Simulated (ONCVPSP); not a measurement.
# An all-electron radial function and its pseudo partner (oxygen (O))

Columns: radius, all-electron u(r) and pseudo u(r) of the 2p shell (level -24.45 eV) of oxygen in the configuration [He] 2s2 2p3; PBE, scalar-relativistic, ONCV scheme, ONCVPSP 4.0.1.

```json
{"r (bohr)": "0.105", "all-electron": "0.1233", "pseudo": "0.0344"}
{"r (bohr)": "0.210", "all-electron": "0.3409", "pseudo": "0.1321"}
{"r (bohr)": "0.315", "all-electron": "0.5449", "pseudo": "0.2780"}
{"r (bohr)": "0.420", "all-electron": "0.7028", "pseudo": "0.4503"}
{"r (bohr)": "0.525", "all-electron": "0.8119", "pseudo": "0.6245"}
{"r (bohr)": "0.630", "all-electron": "0.8766", "pseudo": "0.7783"}
{"r (bohr)": "0.735", "all-electron": "0.9042", "pseudo": "0.8945"}
{"r (bohr)": "0.840", "all-electron": "0.9033", "pseudo": "0.9642"}
{"r (bohr)": "0.945", "all-electron": "0.8818", "pseudo": "0.9862"}
{"r (bohr)": "1.050", "all-electron": "0.8460", "pseudo": "0.9664"}
{"r (bohr)": "1.155", "all-electron": "0.8011", "pseudo": "0.9151"}
{"r (bohr)": "1.260", "all-electron": "0.7508", "pseudo": "0.8445"}
{"r (bohr)": "1.365", "all-electron": "0.6979", "pseudo": "0.7657"}
{"r (bohr)": "1.470", "all-electron": "0.6445", "pseudo": "0.6876"}
{"r (bohr)": "1.575", "all-electron": "0.5919", "pseudo": "0.6155"}
{"r (bohr)": "1.680", "all-electron": "0.5412", "pseudo": "0.5519"}
{"r (bohr)": "1.785", "all-electron": "0.4931", "pseudo": "0.4967"}
{"r (bohr)": "1.890", "all-electron": "0.4478", "pseudo": "0.4485"}
{"r (bohr)": "1.995", "all-electron": "0.4056", "pseudo": "0.4056"}
{"r (bohr)": "2.100", "all-electron": "0.3665", "pseudo": "0.3665"}
{"r (bohr)": "2.205", "all-electron": "0.3306", "pseudo": "0.3306"}
{"r (bohr)": "2.310", "all-electron": "0.2976", "pseudo": "0.2976"}
{"r (bohr)": "2.415", "all-electron": "0.2675", "pseudo": "0.2675"}
{"r (bohr)": "2.520", "all-electron": "0.2401", "pseudo": "0.2401"}
{"r (bohr)": "2.625", "all-electron": "0.2152", "pseudo": "0.2152"}
{"r (bohr)": "2.730", "all-electron": "0.1926", "pseudo": "0.1926"}
```

Question: How many radial nodes do the two functions have?

Answer: The all-electron 2p function has n − l − 1 = 0; the pseudo-wave has 0.

Question: At about which radius was the pseudo-wave matched?

Answer: 2.10 bohr, where the columns begin to agree (steps of 0.10 bohr).

Question: Is the pseudo-wave norm-conserving?

Answer: Yes: the ONCV scheme keeps the norm inside the radius equal to the all-electron one, which fixes the energy derivative of the logarithmic derivative at the level.
